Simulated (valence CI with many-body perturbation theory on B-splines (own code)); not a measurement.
E1 transitions of Rh14+

Level of theory: relativistic CI+MBPT: three valence electrons over a frozen Dirac-Fock core [Ar] 3d10, a basis of 11 s, 11 p, 9 d, 7 f, 5 g, 2 h, 1 i functions for each j, with the one-electron correlation potential Σ1 (screened to all orders), the two-electron term Σ2, the three-electron term Σ3, Breit, model QED; selected single and double excitations, second order for the rest (own B-spline code, finite nucleus).

No measured spectrum was set against this ion. As an estimate, levels hold to about 250 cm⁻¹ or 0.2 % of their energy and the worst to 1 %, as in measured heavy ions of charge 2 to 7; those with d or f electrons hold less well.

Lines 151 to 200 of 267 in falling wavelength, among levels below 1188000 cm⁻¹, chosen from the strongest by gf and those to the six lowest levels. Wavelengths and rates use the calculated energies, so an error of 1000 cm⁻¹ moves a line at 210.2 Å by 0.21 % and its rate by three times that or more. Electric multipoles are in the length gauge, E1 and E2 with the static RPA response of the core. Weak lines are less certain than strong ones. Lines between different terms over intervals too small for the method are left out, as are lines whose strength nearly cancels. Where a level lies close to another of its J and parity, the split of strength between their lines is uncertain. The highest levels of a list are the least certain.

Names give the largest LS component (configuration and term), which can be under half, so a name can repeat, a term be missing and a line seem to break the LS rules; names also repeat where a configuration has a term twice. Letters in brackets count levels of one name in rising energy.

| λ vac (Å) | Upper | Lower | A (s⁻¹) | S (a.u.) with core polarisation | S without |
| --- | --- | --- | --- | --- | --- |
| 210.2 | 4s4p4d ²P°_1/2 [b] | 4s4p² ²P_3/2 | 2.62e+10 | 2.40e-01 | 2.62e-01 |
| 209.4 | 4s4p4d ⁴P°_5/2 | 4s4p² ⁴P_5/2 | 1.25e+10 | 3.39e-01 | 3.70e-01 |
| 209.4 | 4s4p4d ⁴F°_3/2 | 4s4p² ⁴P_1/2 | 6.17e+08 | 1.12e-02 | 1.22e-02 |
| 208.9 | 4p²4d ²S_1/2 | 4p³ ²P°_3/2 | 7.32e+10 | 6.58e-01 | 7.17e-01 |
| 208.3 | 4p²4d ²P_1/2 [b] | 4p³ ²P°_1/2 | 7.13e+10 | 6.36e-01 | 6.92e-01 |
| 207.2 | 4s²4d ²D_3/2 | 4s²4p ²P°_3/2 | 1.82e+10 | 3.19e-01 | 3.47e-01 |
| 207.1 | 4s²4f ²F°_7/2 | 4s²4d ²D_5/2 | 1.33e+11 | 4.67e+00 | 5.02e+00 |
| 207.1 | 4p²4d ⁴P_5/2 | 4p³ ²D°_5/2 | 2.87e+10 | 7.55e-01 | 8.22e-01 |
| 207.0 | 4s4p4d ⁴D°_3/2 | 4s4p² ⁴P_5/2 | 2.84e+09 | 4.97e-02 | 5.41e-02 |
| 206.9 | 4s²4f ²F°_5/2 | 4s²4d ²D_5/2 | 9.98e+09 | 2.62e-01 | 2.82e-01 |
| 206.2 | 4s4p4d ²P°_3/2 [b] | 4s4p² ²P_3/2 | 7.51e+10 | 1.30e+00 | 1.42e+00 |
| 205.5 | 4p²4d ⁴P_5/2 | 4p³ ⁴S°_3/2 [b] | 3.60e+10 | 9.24e-01 | 1.01e+00 |
| 205.3 | 4p²4d ⁴P_3/2 | 4p³ ²D°_5/2 | 9.35e+09 | 1.60e-01 | 1.74e-01 |
| 204.8 | 4s4p4d ²F°_5/2 [a] | 4s4p² ²D_3/2 | 7.18e+09 | 1.83e-01 | 1.98e-01 |
| 204.6 | 4s4p4d ²D°_5/2 [b] | 4s4p² ²P_3/2 | 1.40e+11 | 3.54e+00 | 3.85e+00 |
| 204.0 | 4s²4d ²D_5/2 | 4s²4p ²P°_3/2 | 9.15e+10 | 2.30e+00 | 2.50e+00 |
| 203.7 | 4s²4f ²F°_5/2 | 4s²4d ²D_3/2 | 1.31e+11 | 3.29e+00 | 3.53e+00 |
| 203.5 | 4s4p4d ²D°_3/2 [b] | 4s4p² ²S_1/2 | 1.02e+11 | 1.70e+00 | 1.85e+00 |
| 203.1 | 4s4p4d ²P°_3/2 [a] | 4s4p² ²P_1/2 | 9.71e+10 | 1.61e+00 | 1.75e+00 |
| 201.7 | 4s4p4d ⁴P°_5/2 | 4s4p² ⁴P_3/2 | 5.60e+10 | 1.36e+00 | 1.48e+00 |
| 199.6 | 4s4p4d ⁴D°_3/2 | 4s4p² ⁴P_3/2 | 1.33e+10 | 2.09e-01 | 2.27e-01 |
| 199.1 | 4p²4d ²D_5/2 | 4p³ ²D°_5/2 | 2.53e+10 | 5.92e-01 | 6.44e-01 |
| 198.8 | 4s4p4d ²F°_7/2 [a] | 4s4p² ²D_5/2 | 2.56e+10 | 7.93e-01 | 8.64e-01 |
| 198.7 | 4p²4d ⁴P_1/2 | 4p³ ⁴S°_3/2 [b] | 5.77e+10 | 4.47e-01 | 4.88e-01 |
| 198.4 | 4s4p4d ⁴D°_1/2 | 4s4p² ⁴P_3/2 | 1.99e+09 | 1.54e-02 | 1.67e-02 |
| 197.7 | 4p²4d ²D_5/2 | 4p³ ⁴S°_3/2 [b] | 4.93e+09 | 1.13e-01 | 1.21e-01 |
| 196.3 | 4s4p4d ²D°_5/2 [a] | 4s4p² ⁴P_5/2 | 2.24e+10 | 5.01e-01 | 5.47e-01 |
| 195.9 | 4s4p4d ²D°_3/2 [a] | 4s4p² ⁴P_5/2 | 9.13e+09 | 1.36e-01 | 1.48e-01 |
| 195.6 | 4p²4d ²P_1/2 [a] | 4p³ ⁴S°_3/2 [a] | 4.46e+10 | 3.29e-01 | 3.59e-01 |
| 194.8 | 4p²4d ⁴P_5/2 | 4p³ ⁴S°_3/2 [a] | 4.88e+10 | 1.07e+00 | 1.16e+00 |
| 194.8 | 4p²4d ²D_3/2 [b] | 4p³ ²D°_5/2 | 7.67e+09 | 1.12e-01 | 1.22e-01 |
| 194.5 | 4s4p4d ⁴D°_7/2 | 4s4p² ⁴P_5/2 | 1.05e+11 | 3.05e+00 | 3.31e+00 |
| 194.2 | 4p²4d ²D_3/2 [a] | 4p³ ⁴S°_3/2 [b] | 2.68e+10 | 3.87e-01 | 4.22e-01 |
| 194.1 | 4s4p4d ⁴P°_3/2 | 4s4p² ⁴P_5/2 | 1.95e+10 | 2.81e-01 | 3.06e-01 |
| 193.5 | 4s4p4d ⁴D°_5/2 | 4s4p² ⁴P_5/2 | 4.50e+10 | 9.66e-01 | 1.05e+00 |
| 193.5 | 4p²4d ²D_3/2 [b] | 4p³ ⁴S°_3/2 [b] | 6.53e+10 | 9.33e-01 | 1.02e+00 |
| 193.3 | 4p²4d ⁴P_3/2 | 4p³ ⁴S°_3/2 [a] | 9.96e+10 | 1.42e+00 | 1.55e+00 |
| 192.3 | 4p²4d ²F_5/2 [b] | 4p³ ²D°_5/2 | 3.55e+10 | 7.48e-01 | 8.14e-01 |
| 190.9 | 4p²4d ²F_5/2 [b] | 4p³ ⁴S°_3/2 [b] | 8.58e+10 | 1.77e+00 | 1.92e+00 |
| 190.5 | 4s4p4d ²F°_7/2 [b] | 4s4p² ²D_5/2 | 1.01e+11 | 2.76e+00 | 2.99e+00 |
| 190.4 | 4s4p4d ⁴D°_3/2 | 4s4p² ⁴P_1/2 | 7.70e+10 | 1.05e+00 | 1.14e+00 |
| 189.6 | 4s4p4d ²D°_5/2 [a] | 4s4p² ⁴P_3/2 | 2.72e+10 | 5.49e-01 | 5.98e-01 |
| 189.5 | 4s4p4d ²P°_3/2 [a] | 4s4p² ²D_3/2 | 1.01e+09 | 1.36e-02 | 1.50e-02 |
| 189.4 | 4s4p4d ⁴D°_1/2 | 4s4p² ⁴P_1/2 | 1.18e+11 | 7.94e-01 | 8.65e-01 |
| 189.3 | 4s²4d ²D_3/2 | 4s²4p ²P°_1/2 | 9.06e+10 | 1.21e+00 | 1.32e+00 |
| 189.2 | 4s4p4d ²D°_3/2 [a] | 4s4p² ⁴P_3/2 | 2.82e+10 | 3.77e-01 | 4.11e-01 |
| 189.2 | 4s4p4d ²P°_1/2 [b] | 4s4p² ²P_1/2 | 5.65e+10 | 3.78e-01 | 4.12e-01 |
| 188.7 | 4p²4d ⁴P_1/2 | 4p³ ⁴S°_3/2 [a] | 5.08e+10 | 3.37e-01 | 3.67e-01 |
| 188.6 | 4s4p4d ⁴P°_1/2 | 4s4p² ⁴P_3/2 | 8.02e+10 | 5.31e-01 | 5.79e-01 |
| 188.2 | 4s4p4d ²F°_5/2 [a] | 4s4p² ⁴P_5/2 | 3.06e+07 | 6.03e-04 | 6.93e-04 |
